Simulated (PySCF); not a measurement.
Job file and geometry (Å, from PBE0-D3(BJ)/def2-SVP) of an NMR shielding run on SMILES [H][In]([H])([H])<-[NH3], H₆InN, GIAO PBE0/pcSseg-1 In:def2-TZVP NMR shielding, core potentials past Kr, else non-relativistic, gas phase in PySCF; density fitting, a coarse starting grid and PySCF grid level 2 are the driver's defaults:

```
{"job": {"kind": "nmr", "xc": "PBE0", "basis": {"default": "pcSseg-1", "In": "def2-TZVP"}}, "charge": 0, "multiplicity": 1}
In    -0.002713     0.004608    -1.265312
N      0.002383    -0.002329     1.132785
H     -0.945518     0.032814     1.505907
H      0.510344     0.799036     1.505224
H      0.445907    -0.844807     1.496721
H      1.729891    -0.020620    -1.458928
H     -0.851017     1.515627    -1.456291
H     -0.889288    -1.484328    -1.460087
```

**Question.** What does the program print?

**Answer.** 
```
coarse grid: 28040 points
cycle   1  E = -247.4776700284  dE = -3.203e+01  |g| = 2.058e+00  |ddm| = 4.510e+01
cycle   2  E = -246.1413036508  dE =  1.336e+00  |g| = 3.867e+00  |ddm| = 7.633e+00
cycle   3  E = -248.3907767156  dE = -2.249e+00  |g| = 1.653e-01  |ddm| = 3.153e+00
cycle   4  E = -248.3965886438  dE = -5.812e-03  |g| = 2.246e-02  |ddm| = 2.307e-01
cycle   5  E = -248.3966791939  dE = -9.055e-05  |g| = 9.517e-03  |ddm| = 2.610e-02
cycle   6  E = -248.3966939027  dE = -1.471e-05  |g| = 4.373e-03  |ddm| = 9.471e-03
cycle   7  E = -248.3966977324  dE = -3.830e-06  |g| = 5.326e-04  |ddm| = 2.915e-03
final grid: 57272 points
cycle   8  E = -248.3966688496  dE = -1.643e-08  |g| = 5.015e-04  |ddm| = 9.634e-04
cycle   9  E = -248.3966688399  dE =  9.690e-09  |g| = 5.368e-04  |ddm| = 6.190e-04
cycle  10  E = -248.3966688932  dE = -5.326e-08  |g| = 7.821e-05  |ddm| = 3.355e-04
cycle  11  E = -248.3966688943  dE = -1.163e-09  |g| = 2.411e-06  |ddm| = 5.144e-05
cycle  12  E = -248.3966688943  dE =  3.411e-13  |g| = 1.242e-06  |ddm| = 6.376e-06
converged SCF energy = -248.3966688943

GIAO shielding tensors (ppm)
atom      isotropic    diamagn.    paramagn.     s11        s22        s33       span
  0 In         nan         nan         nan        nan        nan        nan        nan
  1 N      247.914     314.053     -66.139    229.962    256.887    256.892     26.931
  2 H       30.092      29.685       0.407     23.107     26.266     40.905     17.798
  3 H       30.094      29.686       0.408     23.111     26.266     40.904     17.793
  4 H       30.091      29.693       0.398     23.101     26.291     40.882     17.781
  5 H       26.243      27.684      -1.440     18.519     21.438     38.773     20.254
  6 H       26.243      27.679      -1.436     18.523     21.424     38.781     20.259
  7 H       26.243      27.684      -1.441     18.523     21.430     38.775     20.252
```

**Question.** Turn these shieldings into chemical shifts. Shifts are taken against calculated references (same method and geometry level): NH3 for ¹⁵N (σ = 265.67 ppm); ¹H (σ = 31.27 ppm) against TMS.

**Answer.** Averaging equivalent atoms: N 1: 17.8; H 5/6/7: 5.02; H 2/3/4: 1.17 ppm. No reference was computed at this level for In. Experimental scales use liquid or dissolved standards, which lie at an offset from isolated NH3 (liquid NH3: subtract about 20 ppm).

In is described by an effective core potential, so it has no shielding of its own here; spin–orbit effects on the atoms bonded to it, which can be large, are absent, and the values of these neighbours are rough.

Size and cost of the density-fitted run: 97 basis functions, 4.2 s wall time on 1 thread of an Arm Neoverse V1, shared host.
